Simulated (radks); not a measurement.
Minus the highest occupied eigenvalue as an estimate of the ionisation energy, Tl60+ to Tl79+. The LB94 potential has the -1/r tail that LDA and GGA lack but no energy functional. All-electron calculation, Dirac Kohn-Sham, LB94 model potential, spin-unpolarised, spherical densities, finite nucleus; open shells fill j = l - 1/2 first; Fermi nuclear charge, rms radius 5.4759 fm. Program: a radial shooting solver on a logarithmic mesh with Libxc functionals.

species  configuration   HOMO  -e(HOMO) (eV)  <r> (bohr)  IE, NIST (eV)    kind
Tl60+         [Ar] 3d3  3d3/2         6377.4       0.147           6392  theory
Tl61+         [Ar] 3d2  3d3/2         6536.5       0.146           6560  theory
Tl62+         [Ar] 3d1  3d3/2         6697.1       0.145           6714  theory
Tl63+             [Ar]  3p3/2         7144.4       0.169           7146  theory
Tl64+     [Ne] 3s2 3p5  3p3/2         7284.2       0.168           7281  theory
Tl65+     [Ne] 3s2 3p4  3p3/2         7424.8       0.167           7430  theory
Tl66+     [Ne] 3s2 3p3  3p3/2         7566.4       0.167           7570  theory
Tl67+     [Ne] 3s2 3p2  3p1/2         8282.3       0.153           8260  theory
Tl68+     [Ne] 3s2 3p1  3p1/2         8436.9       0.152           8420  theory
Tl69+         [Ne] 3s2  3s1/2         8767.1       0.162           8730  theory
Tl70+         [Ne] 3s1  3s1/2         8912.8       0.161           8880  theory
Tl71+             [Ne]  2p3/2        19044.9      0.0634          19070  theory
Tl72+     [He] 2s2 2p5  2p3/2        19418.8      0.0630          19440  theory
Tl73+     [He] 2s2 2p4  2p3/2        19795.0      0.0627          19840  theory
Tl74+     [He] 2s2 2p3  2p3/2          20173      0.0623          20210  theory
Tl75+     [He] 2s2 2p2  2p1/2          22810      0.0537          22780  theory
Tl76+     [He] 2s2 2p1  2p1/2          23248      0.0534          23250  theory
Tl77+         [He] 2s2  2s1/2          23901      0.0653          23850  theory
Tl78+         [He] 2s1  2s1/2          24254      0.0650        24234.1  theory
Tl79+             [He]  1s1/2          96981      0.0162        96783.2  theory

Reference values: NIST Atomic Spectra Database (exp. = measured, semi-emp. = semi-empirical, theory = theoretical value adopted there). Spin polarisation and multiplet splitting are left out.

Beside tabulated values, note that spin-unpolarised runs miss the spin-polarisation part of the exchange energy of open shells.
